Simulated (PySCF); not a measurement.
Compound: C₆H₁₁F₃.
Numbering: `[CH3:1][C@@H:2]([CH2:3][F:4])[C@@H:5]([CH3:6])[CH:7]([F:8])[F:9]` (hydrogens: H10, H11, H12 on C1; H13 on C2; H14, H15 on C3; H16 on C5; H17, H18, H19 on C6; H20 on C7)

Cartesian coordinates in Å at the PBE0-D3(BJ)/def2-SVP level; atoms count from 1:
```xyz
20
C6H11F3 angstrom
C      1.0549   -1.0358   -0.9658
C      0.6493   -0.4217    0.3696
C      1.7537    0.4937    0.8677
F      1.4367    1.0307    2.0931
C     -0.7034    0.3137    0.3631
C     -0.8784    1.3244   -0.7639
C     -1.8801   -0.6408    0.3904
F     -1.7495   -1.5439    1.3897
F     -1.9849   -1.3420   -0.7688
H      1.9926   -1.6041   -0.8633
H      1.2184   -0.2662   -1.7367
H      0.2825   -1.7215   -1.3367
H      0.5588   -1.2312    1.1131
H      1.9332    1.3255    0.1628
H      2.6948   -0.0732    0.9703
H     -0.7608    0.8477    1.3266
H     -0.0505    2.0477   -0.7842
H     -0.9262    0.8299   -1.7447
H     -1.8079    1.9004   -0.6357
H     -2.8360   -0.1060    0.5390
```

Level: PBE0/pcSseg-1 in PySCF, non-relativistic, on one gas-phase PBE0-D3(BJ)/def2-SVP geometry that isn't relaxed in the solvent. The solvent is an IEF-PCM continuum (Bondi radii, 1.10 Å for H, scaled by 1.2). Specific hydrogen bonds and non-electrostatic terms are outside this model.

Gas phase at PBE0/pcSseg-1: HOMO -8.91 eV, LUMO 1.24 eV, dipole 1.91 D.

Problem. What does the continuum do to the energy, the frontier levels and the dipole at PBE0/pcSseg-1 in tetrahydrofuran and acetone?

Solution. 
```tsv
solvent	ε	E(solvent) − E(gas) (kcal/mol)	polarisation term (kcal/mol)	distortion of the solute (kcal/mol)	HOMO (eV)	LUMO (eV)	dipole (D)
tetrahydrofuran	7.426	-3.89	-4.30	0.41	-8.73	1.58	2.31
acetone	20.49	-4.50	-5.07	0.57	-8.71	1.63	2.39
```

Polarisation term: ½ Σ q·V over the induced surface charges. Distortion: the rise of the solute's own energy as its density leaves the gas-phase optimum. From tetrahydrofuran to acetone the lowering changes by a factor 1.16, Onsager's factor (ε − 1)/(2ε + 1) by 1.15 and ε itself by 2.8.

Problem. Which radius a makes the point-dipole formula ΔE = −[(ε − 1)/(2ε + 1)]·μ²/a³ give the value in acetone, with the gas-phase dipole?

Solution. μ = 0.751 au and |ΔE| = 0.00717 Eh give a = 1.76 Å; the farthest nucleus lies 2.89 Å from the centroid of the nuclei, so such a sphere wouldn't even hold the nuclei. The formula assumes a rigid point dipole at the centre of a sphere.

Problem. Give the dipole vector in the frame of the coordinates (D, pointing from negative to positive charge), gas and acetone.

Solution. Gas (0.50, 1.19, -1.40), solvent (0.63, 1.57, -1.69). Its length changes by +25 % and its direction by 2°.

Problem. Which Hirshfeld charges (PBE0/pcSseg-1) respond most in acetone (means over atoms taken as equivalent)?

Solution. 
| atoms | environment | gas (e) | solvent (e) | change |
| --- | --- | --- | --- | --- |
| F4 | alkyl fluorine | -0.112 | -0.127 | -0.015 |
| F8 | fluorine of a CF2 group | -0.095 | -0.107 | -0.012 |
| H20 | methine hydrogen | +0.046 | +0.058 | +0.012 |
| F9 | fluorine of a CF2 group | -0.091 | -0.100 | -0.009 |
| H14 | methylene hydrogen | +0.038 | +0.046 | +0.008 |
| H15 | methylene hydrogen | +0.045 | +0.051 | +0.006 |
| H13 | methine hydrogen | +0.031 | +0.027 | -0.004 |
| H17/H18/H19 | methyl hydrogen | +0.042 | +0.044 | +0.002 |
| H10/H11/H12 | methyl hydrogen | +0.038 | +0.039 | +0.001 |
| C3 | sp3 C–F carbon | +0.026 | +0.027 | +0.001 |
| C7 | CHF2 carbon | +0.151 | +0.152 | +0.001 |
| C6 | methyl carbon | -0.117 | -0.116 | +0.001 |
